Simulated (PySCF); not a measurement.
**Complete the spectrum of C2H6B3NO3**

Species: C2H6B3NO3.
Atom-mapped SMILES: `[CH3:1]/[N:2]=[CH:3]/[B:4]1[O:5][BH:6][O:7][BH:8][O:9]1` (hydrogens: H10, H11, H12 on C1; H13 on C3; H14 on B6; H15 on B8)

Cartesian coordinates in Å at the PBE0-D3(BJ)/def2-SVP level; atoms count from 1:
```xyz
15
C2H6B3NO3 angstrom
C      3.6190   -0.2447    0.3785
N      2.2288    0.0885    0.4371
C      1.4141   -0.5188   -0.3293
B     -0.1158   -0.1850   -0.2901
O     -0.9687   -0.8706   -1.1265
B     -2.3124   -0.6033   -1.1208
O     -2.8071    0.3418   -0.2624
B     -1.9665    1.0354    0.5734
O     -0.6270    0.7664    0.5537
H      3.9550   -0.5604    1.3801
H      3.8690   -1.0368   -0.3556
H      4.1966    0.6642    0.1410
H      1.7711   -1.2973   -1.0405
H     -3.0508   -1.1923   -1.8646
H     -2.4106    1.8727    1.3126
```

Computed with PySCF 2.14.0, density-fitted response routines, TDDFT B3LYP/def2-SVPD, vertical, gas phase, core orbitals frozen in the response.

Orbital energies (eV): HOMO-3 -9.46, HOMO-2 -9.31, HOMO-1 -8.69, HOMO -7.18, LUMO -2.02, LUMO+1 -0.81, LUMO+2 0.02.

Lowest singlets, with some entries withheld (?).

```csv
state,λ (nm),f,"main configurations (H = HOMO, L = LUMO)"
S1,329.7,0.0013,H→L (99%)
S2,216.8,0.0000,H→L+1 (100%)
S3,199.4,0.0004,H-2→L (95%)
S4,195.8,0.275,"H-1→L (49%), H→L+2 (41%)"
S5,?,?,?
S6,189.5,0.213,"H→L+2 (52%), H-1→L (43%)"
S7,185.9,0.0006,H→L+3 (94%)
S8,175.3,0.013,H→L+4 (89%)
S9,?,?,?
S10,171.4,0.018,H-2→L+1 (98%)
```

Q: What stands in place of each question mark?

A: 
- S5: λ = 195.3 nm; f = 0.0091; H-3→L (89%)
- S9: λ = 172.1 nm; f = 0.0029; H-1→L+1 (96%)

Q: How far apart are S1 and S3, in eV and cm⁻¹?

A: 6.218 − 3.760 = 2.458 eV, or about 19830 cm⁻¹.

Q: Where do the lowest triplets lie (Tamm–Dancoff)?

A: T1 3.01 eV, H→L (96%); T2 4.22 eV, H-1→L (91%); T3 5.71 eV, H→L+1 (99%); T4 5.90 eV, H-3→L (63%), H-2→L (20%), H-4→L (10%). E(S1) − E(T1) = +0.75 eV.

Q: What is the vertical ionisation energy by ΔSCF at this level?

A: 9.55 eV; −ε(HOMO) is 7.18 eV.

One conformer stands for the species.
